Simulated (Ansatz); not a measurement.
Compare A (`C=CN(C)[SiH3]`) with its isomer B (`CC(C)[Si]N`).

Gas-phase electronic energies from Ansatz, PBE0-D4/def2-TZVP geometries. CBS: MP2 limit from def2 TZ/QZ plus the TZ coupled-cluster correction, frozen cores. DFT in def2-TZVPP. One conformer a species, not always the lowest.

Which is lower in electronic energy at CCSD(T)/CBS, and by how much? (Estimate.)

Ansatz gave: B, by 42.1 kJ/mol.

Give E(B) − E(A) in kJ/mol with r2SCAN-D4, CCSD(T)/def2-SVP, CCSD(T)/def2-TZVPP, MP2/def2-TZVPP, B2PLYP, ωB97M-V, PBE0-D4. (An estimate is asked.)

The calculation gave: r2SCAN-D4 -30.6, CCSD(T)/def2-SVP -33.2, CCSD(T)/def2-TZVPP -40.5, MP2/def2-TZVPP -38.2, B2PLYP -31.6, ωB97M-V -47.8, PBE0-D4 -42.1. None reverses the order clearly.

Does the order hold for the free energy at 298.15 K (harmonic terms from PBE0-D4)? (Best estimate.)

The calculation gave: Yes: G(B) − G(A) = -23.3 kJ/mol, for one conformer each. Modes under 60 cm⁻¹, often nearly free rotors, make the harmonic entropy too high.

Largest T1 diagnostic: 0.012.

Leaving LDA and LC-ωPBE aside and taking each functional with its dispersion term where it has one, the values, not all of them listed here, spread over 20.2 kJ/mol, from ωB97M-V to BHLYP-D4. At CCSD(T), def2-SVP lies +8.9 kJ/mol from the extrapolated value and def2-TZVPP +1.6 kJ/mol.
